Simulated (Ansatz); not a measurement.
Coupled-cluster diagnostics for the cluster Zr2O2⁺, Ansatz.

Geometry of the doublet (r2SCAN-D4/def2-TZVP):

```xyz
4

Zr   -0.376    1.109   -0.641
Zr    0.251   -0.875    1.041
O     1.295    0.361   -0.095
O    -1.170   -0.595   -0.305
```

In the def2 sets Zr takes a core potential; there is no spin–orbit coupling. Correlated methods freeze 2 core orbitals; core or outer-core shells of Zr are correlated, in sets that lack core-valence functions. The structure comes from a short search, and lower isomers may exist.

Geometry of the charge 1 quartet (r2SCAN-D4/def2-TZVP):

Cartesian coordinates in Å:
```
Zr 0.528 0.397 -1.224
Zr -0.801 -0.168 1.124
O 0.763 0.893 0.647
O -0.489 -1.122 -0.546
```

Estimate the CCSD(T) correlation energy, the shares of MP2 and (T), T1 and the reference's ⟨S²⟩ for: charge 1, doublet, own geometry in def2-TZVP; charge 1, quartet, own geometry in def2-TZVP; and the rough time on 2 threads of Arm Neoverse V1 on a shared host.


| state | basis | correlation (eV) | MP2 share (%) | (T) share (%) | T1 | ⟨S²⟩ (pure) | wall time | remarks |
| --- | --- | --- | --- | --- | --- | --- | --- | --- |
| charge 1, doublet, own geometry | def2-TZVP | -28.971 | 96.6 | 5.4 | 0.051 | 1.58 (0.75) | 5.3 min | large T1, spin-contaminated |
| charge 1, quartet, own geometry | def2-TZVP | -28.612 | 96.9 | 5.1 | 0.061 | 3.77 (3.75) | 5 min | large T1 |
Customary marks for T1 are 0.02 (closed shells), 0.045 (open shells) and about 0.05 (3d metals). T1 exceeds 0.02 in 2 of 2 rows and 0.045 in 2; the higher it lies, the less the single-reference result can be trusted.
